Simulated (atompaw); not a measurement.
## How hard is this arsenic PAW (atompaw) potential?

| Property | Result |
| --- | --- |
| Element | As (Z = 33) |
| Generator | atompaw 4.2.0.5 |
| Type | PAW |
| Functional | PBE |
| Relativity | scalar-relativistic |
| Frozen core | [Ar] |
| Valence charge | 15 |
| Reference configuration | 3d10 4s2 4p1 (charge +2) |
| Partial waves | 4s (bound): rc 1.55 bohr; 4s channel at 0.35 Ry: rc 1.55 bohr; 4p (bound): rc 1.85 bohr; 4p channel at -0.9 Ry: rc 1.85 bohr; 3d (bound): rc 0.90 bohr; 3d channel at -3.65 Ry: rc 0.90 bohr |
| Local potential | troulliermartins scheme with l = 3 at -0.5 Ry, radius 1.75 bohr |
| Core correction | smooth core density matched at 1.70 bohr |
| Augmentation charge | sinc compensation charge, radius 1.40 bohr; PAW radius 1.85 bohr; waves and projectors: custom rrkj gramschmidtortho |

The pseudo-atom Hamiltonian at the reference potential is diagonalised in spherical Bessel functions j_l(qr) that vanish at 20 bohr, with q² up to the cutoff. All-electron valence levels (Ry): 4s -2.4584, 4p -1.6661, 3d -4.5524.

Question: How do the lowest levels (Ry) of each channel move with the cutoff, and are there ghosts?

Answer:

| cutoff (Ry) | s #1 | s #2 | p #1 | d #1 | d #2 | f #1 | f #2 | Σ f·Δε (mRy) |
| --- | --- | --- | --- | --- | --- | --- | --- | --- |
| 8 | -2.4250 | -0.7722 | -1.6603 | -0.8719 | -0.3620 | -0.2999 | -0.1704 | 36875.9 |
| 25 | -2.4579 | -0.7845 | -1.6661 | -1.1763 | -0.4438 | -0.3008 | -0.1712 | 33760.8 |
| 50 | -2.4583 | -0.7845 | -1.6662 | -3.1398 | -0.6633 | -0.3009 | -0.1712 | 14125.1 |
| 100 | -2.4583 | -0.7845 | -1.6662 | -4.5005 | -0.7281 | -0.3009 | -0.1712 | 517.2 |
| 180 | -2.4583 | -0.7845 | -1.6662 | -4.5509 | -0.7307 | -0.3009 | -0.1712 | 13.8 |
| 400 | -2.4583 | -0.7845 | -1.6662 | -4.5523 | -0.7307 | -0.3009 | -0.1712 | 0.0 |

Result: no extra level below or beside the all-electron valence levels (s, p, d, f tested); 10 mRy is reached at 200 Ry and 1 mRy at 300 Ry.
